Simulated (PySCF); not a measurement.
CrF₄, SMILES [F][Cr+]([F])([F])[F] (connectivity only; charge and spin as stated), charge +1, multiplicity 2.

Geometry: PBE0-D3(BJ)/def2-SVP. The geometry has at least one imaginary mode, so it is a saddle point at that level. The spin state was assumed, not searched.

Calculation: PBE/def2-TZVP in PySCF.

Problem. Estimate the frontier levels, dipole moment and polarisability. (An estimate is asked for; the answer gives what the named calculation found.)

Solution. 
- α spin, highest occupied and lowest empty level: -14.56 and -14.43 eV
- β spin, highest occupied and lowest empty level: -18.25 and -13.90 eV
- dipole moment about the centre of nuclear charge: 0.00 D
- mean static polarisability: 30.2 bohr³ (4.47 Å³)
- polarisability, principal values: 29.2, 30.7, 30.7 bohr³
- ⟨S²⟩: 0.755 (pure state 0.75)
